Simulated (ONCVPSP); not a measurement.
Varying the ONCV potential for Sc (Z = 21)

Base potential:

- Element: Sc
- Generator: ONCVPSP 4.0.1
- Type: optimised norm-conserving Vanderbilt (ONCV)
- Functional: LDA (Perdew-Wang 92)
- Relativity: scalar-relativistic
- Frozen core: [Ne]
- Valence charge: 11
- Reference configuration: 3s2 3p6 3d1 4s1.5 4p0.5
- Partial waves: 3s+4s: rc 2.05 bohr, ncon 3, nbas 6, qcut 5.2 1/bohr, 3 projectors, debl 1.5 Ha; 3p+4p: rc 2.00 bohr, ncon 4, nbas 8, qcut 8.3 1/bohr, 2 projectors; 3d: rc 1.35 bohr, ncon 4, nbas 9, qcut 6.4 1/bohr, 3 projectors, debl 1.6 Ha
- Local potential: polynomial inside 0.95 bohr (lpopt 5, dvloc0 0 Ha)
- Core correction: none

All-electron outer shells of the reference configuration (LDA (PZ), scalar-relativistic, ld1.x):

```
shell  level (eV)  outermost node (bohr)  outermost maximum (bohr)
   2s     -473.62                   0.10                      0.28
   2p     -388.69                      –                      0.23
   3s      -55.37                   0.42                      0.92
   3p      -34.22                   0.39                      0.97
   4s       -4.67                   1.33                      3.02
   3d       -4.01                      –                      1.10
   4p       -1.83                   1.49                      3.98
```

Cutoffs, loose and tight: the cutoffs (Ha) at which the residual kinetic energy of the hardest occupied pseudo-wave falls to 1 and 0.1 mHa per electron. They do not see the model core or the augmentation charge, which bear on the density cutoff. Test errors are all-electron minus pseudo excitation energies from the reference, over the configurations 3s2 3p6 3d1 4s2 4p0; 3s2 3p6 3d1 4s1 4p0; 3s2 3p6 3d1 4s0 4p0; 3s2 3p5 3d1 4s2 4p0. A dash means not determined; rows that change the core or the reference have their own tests.

A true bound ghost makes a file unfit for plane-wave use even where its test errors are small: the radial tests pick states by their node count and pass the ghost by.

| change | outcome | cutoff, loose | cutoff, tight | bound ghosts | GHOST(+) flags above zero | largest test error (meV) |
| --- | --- | --- | --- | --- | --- | --- |
| base | generated | 155 Ha | 179 Ha | d | s | +5.6 |
| s: rc 1.82 | generated | 155 Ha | 179 Ha | d | s | +3.2 |
| d: rc 1.64 | generated | 48 Ha | 112 Ha | none | s, d | -12 |
| d: qcut 6.3 | generated | 157 Ha | 180 Ha | d | s | +5.0 |
| core correction Teter function, fcfact 4.75, rcfact 1.7 | generated | 155 Ha | 179 Ha | d | s | -4.3 |
| all radii scaled by about 1.10 (s 2.26, p 2.20, d 1.48 bohr); local potential polynomial inside 1.04 bohr (lpopt 5, dvloc0 0 Ha) | generated | 119 Ha | 143 Ha | d | none | +11 |
